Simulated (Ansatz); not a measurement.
Ansatz (a quantum-chemistry and plane-wave program) input:

Ansatz 0.2 input:
```yaml
crystal:
  periodic: [false, false, false]
  atoms:
    - {symbol: Zn, position_ang: [-0.53250499, -0.47233420, -0.65001291]}
    - {symbol: Cl, position_ang: [1.65699323, 0.60665726, -1.04239395]}
    - {symbol: Cl, position_ang: [-1.18652754, -0.10465439, 1.70585360]}
basis:
  gaussian:
    orbitals: def2-TZVP
hamiltonian:
  xc: b3lyp
  dispersion: d3bj
total_charge: -1
magnetization: {spin_polarized: true, initial_magnetization: 1}
relax: {f_tol: 0.002, max_steps: 150}
```

Problem. What final total energy does it print?

Solution. -2700.06211 Eh (B3LYP-D3(BJ)/def2-TZVP). The basis has 122 functions.

The spin state was set by rule; other spins were not relaxed.
